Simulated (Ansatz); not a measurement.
ClFMoO2, SMILES `[O]=[Mo](=[O])([F])[Cl]` at its PBE0-D4/def2-TZVP geometry, where that method's forces vanish. Total charge 0; spin multiplicity 1. Mo takes the def2 core potential.

```xyz
5

O    -0.3323    1.1593    1.1998
Mo   -0.0336   -0.0349    0.0820
O     1.0263   -1.0987    0.7958
F    -1.5955   -0.8971   -0.3521
Cl    0.9351    0.8714   -1.7256
```

(1) What forces (eV/Å) does r2SCAN-D4/def2-TZVPP give on these atoms in Ansatz 0.2.0? (Best estimate.)

Answers

(1) Ansatz gave: 
```
O1  -0.149  0.540  0.530
Mo2 -0.224 -0.010 -0.701
O3   0.477 -0.500  0.344
F4  -0.175 -0.100 -0.031
Cl5  0.073  0.069 -0.142
```
